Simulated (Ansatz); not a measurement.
Reaction (substitution at a C–B bond): `S=CBS` + `OCS` → `S=COCS` + `BS`

Gas-phase electronic energies from Ansatz, PBE0-D4/def2-TZVP geometries. CCSD(T)/CBS is the MP2 limit (def2-TZVPP, def2-QZVPP) plus CCSD(T) − MP2 in def2-TZVPP, frozen cores. This one scheme is used for every species. DFT in def2-TZVPP. Each species was taken in one conformer, which may not be the lowest.

`S=CBS`:

Cartesian coordinates in Å:
```
S 0.489 -1.602 -1.135
C -0.124 -0.117 -0.980
B -0.237 0.691 0.371
S 0.331 0.023 1.894
H -0.491 0.370 -1.886
H -0.716 1.784 0.387
H 0.747 -1.149 1.349
```

`OCS`:

Cartesian coordinates in Å:
```
O 0.895 -0.861 -0.046
C 0.077 0.264 -0.244
S -0.654 0.792 1.306
H 1.236 -1.138 -0.902
H 0.648 1.135 -0.589
H -0.719 0.064 -0.969
H -1.483 -0.255 1.444
```

`S=COCS`:

Z-matrix (Å, degrees):
```
C
S 1 1.799
O 1 1.421 2 114.7
H 1 1.087 2 111.0 3 119.2
H 1 1.093 2 105.9 3 -122.3
H 2 1.343 1 96.2 3 -67.8
C 3 1.329 1 116.9 2 -71.8
S 7 1.607 3 123.7 1 179.4
H 7 1.094 3 113.7 1 -0.8
```

`BS`:

```xyz
5

B    -0.385    0.348    0.258
S     1.061   -0.663    0.214
H    -0.631    0.855    1.308
H    -1.062    0.505   -0.707
H     1.017   -1.046   -1.074
```

```
             level  ΔE (kcal/mol)
           PBE0-D4            2.9
           ωB97X-V            1.6
            B2PLYP            2.3
     HF/def2-TZVPP            0.9
CCSD(T)/def2-TZVPP            4.2
SCS-MP2/def2-QZVPP            4.5
      HF/CBS(def2)            0.9
    CCSD/CBS(def2)            5.5
```

(1) What does CCSD(T)/CBS give? (An estimate is asked.)

Largest T1 diagnostic among the species: 0.017.

Answers

(1) The calculation gave: +5.4 kcal/mol. The listed levels differ from it by -2.5, -3.8, -3.1, -4.5, -1.2, -0.9, -4.5, 0.1 kcal/mol.

From PBE to PBE0 (25 % exact exchange), in def2-TZVPP and without D4, ΔE moves by +0.8 kcal/mol. In def2-TZVPP, CCSD(T) changes the Hartree–Fock value by +3.3 kcal/mol (the triples alone add −0.2 kcal/mol) and MP2 by +3.4 kcal/mol.
